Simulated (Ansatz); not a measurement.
Basis-set extrapolation for `NB(Cl)CO` (PBE0-D4/def2-TZVP geometry, frozen core, the Gaussian-basis code of Ansatz). Multiplicity 1, RHF reference.

```json
{"": "HF", "def2-TZVPP": "-654.462565", "def2-QZVPP": "-654.484324"}
{"": "MP2 correlation", "def2-TZVPP": "-0.912033", "def2-QZVPP": "-0.984212"}
{"": "CCSD(T) correlation", "def2-TZVPP": "-0.989277", "def2-QZVPP": "-1.057277"}
```

Energies in hartree. Use E(X) = E(∞) + A·exp(−7.88·√X) for Hartree–Fock and E(X) = E(∞) + B·X^(−2.97) for correlation, with X = 3 and 4.

Q: What is the CCSD(T) energy at the basis-set limit?

A: HF limit: -654.484324 + (-0.021759) × 0.13774 = -654.48732. Correlation limit: -1.057277 + (-0.068000) × 0.74074 = -1.10765. Total: -655.59497 hartree, 89.8 kcal/mol below CCSD(T)/def2-TZVPP.
